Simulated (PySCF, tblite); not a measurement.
Isomers of C6H3N2O (doublet state), one GFN2-xTB conformer each. Single-point energies are computed at B3LYP/pcH-1 (PySCF, gas phase, no added dispersion term), electronic only. GFN2-xTB treats the open shell by occupation alone, and not every SCF solution was tested for stability.

```json
{"SMILES": "O=CC#CC1=NC=C[N]1", "GFN2-xTB relative energy (kJ/mol)": "49.8"}
{"SMILES": "N#C/[C]=C(\\C=O)CC#N", "GFN2-xTB relative energy (kJ/mol)": "171.4"}
{"SMILES": "[H]/N=[C]/c1cocc1C#N", "GFN2-xTB relative energy (kJ/mol)": "0.0"}
```

Conformers: `[N:1]#[C:2]/[C:3]=[C:4](\[CH:5]=[O:6])[CH2:7][C:8]#[N:9]` (doublet state) with C3–C4–C5–O6 176°, C3–C4–C7–C8 75°; `[H]/[N:9]=[C:8]/[c:7]1[c:3]([C:2]#[N:1])[cH:4][o:5][cH:6]1` (doublet state) with C6–C7–C8–N9 -97°.

Task: What does B3LYP/pcH-1 give for the same structures?

Result: 
```json
{"SMILES": "[H]/N=[C]/c1cocc1C#N", "B3LYP/pcH-1 E (Eh)": "-415.06360", "B3LYP/pcH-1 (kJ/mol)": "0.0", "GFN2-xTB (kJ/mol)": "0.0", "point group": "C1"}
{"SMILES": "N#C/[C]=C(\\C=O)CC#N", "B3LYP/pcH-1 E (Eh)": "-415.05547", "B3LYP/pcH-1 (kJ/mol)": "21.4", "GFN2-xTB (kJ/mol)": "171.4", "point group": "C1"}
{"SMILES": "O=CC#CC1=NC=C[N]1", "B3LYP/pcH-1 E (Eh)": "-415.04478", "B3LYP/pcH-1 (kJ/mol)": "49.4", "GFN2-xTB (kJ/mol)": "49.8", "point group": "C1"}
```

Both levels put the same isomer lowest; measured from each level's own lowest isomer, the values differ by up to 150.0 kJ/mol (N#C/[C]=C(\C=O)CC#N: 171.4 against 21.4). 

Task: What happens when harmonic zero-point energies from GFN2-xTB frequencies are added?

Result: 
```csv
SMILES,ZPE (kJ/mol),electronic (kJ/mol),with ZPE (kJ/mol)
[H]/N=[C]/c1cocc1C#N,194.9,0.0,0.0
N#C/[C]=C(\C=O)CC#N,188.6,21.4,15.1
O=CC#CC1=NC=C[N]1,189.4,49.4,43.9
```

The zero-point energies span 6.3 kJ/mol. The order is unchanged.
